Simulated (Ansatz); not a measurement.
This triplet is an excited state, 2.76 eV above the relaxed singlet at the level frozen-core CCSD(T)/cc-pVTZ // PBE0-D3(BJ)/def2-TZVP (Ansatz, an electronic-structure program).

Species: H2O2Si, SMILES `O[Si]O` (excited triplet; H–O–Si–O torsion -92°, O–Si–O–H torsion -92°) (charge 0, multiplicity 3).

Question: Give a relaxed geometry from PBE0-D3(BJ)/def2-TZVP in Ansatz.

Answer: Several could match; the one computed here: the end point of this relaxation, one of several conformers (outside a Z-matrix the atoms follow the SMILES, hydrogens last).
Z-matrix (Å, degrees):
```
Si
O 1 1.6562
H 2 0.9608 1 114.81
O 1 1.6562 2 119.48 3 -91.79
H 4 0.9608 1 114.81 2 -91.79
```
